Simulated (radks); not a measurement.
Results of a calculation; reference values are marked as such.
Q: These are the eigenvalues of the occupied orbitals of an atom or ion with whole-number occupations (hartree). Code: a radial shooting solver on a logarithmic mesh with Libxc functionals. Model: scalar-relativistic Kohn-Sham, r2SCAN, spin-polarised, spherical densities, finite nucleus; meta-GGA in the generalised Kohn-Sham scheme; Fermi nuclear charge, rms radius of each element as measured or else 0.836 A^(1/3) + 0.57 fm.

| orbital | eigenvalue |
|---|---|
| 1s up | -276.4175 |
| 1s down | -276.3852 |
| 2s up | -47.78500 |
| 2s down | -47.75487 |
| 2p up | -43.36913 |
| 2p down | -43.32994 |
| 3s up | -17.52741 |

Which element is it, and in what charge state? The configuration may be excited. Open shells, if any, are filled with parallel spins first.

A: Z = 26, iron, charge +15: Fe15+ in [Ne] 3s1. The list shows which subshells hold electrons but not how many an open one holds; the 1s level, -276.42 hartree, gives Z - s = 23.5 by -(Z - s)^2/2, which with screening and relativity narrows Z to a few neighbours, and the depths of the outer levels then fix element, charge and occupations together.
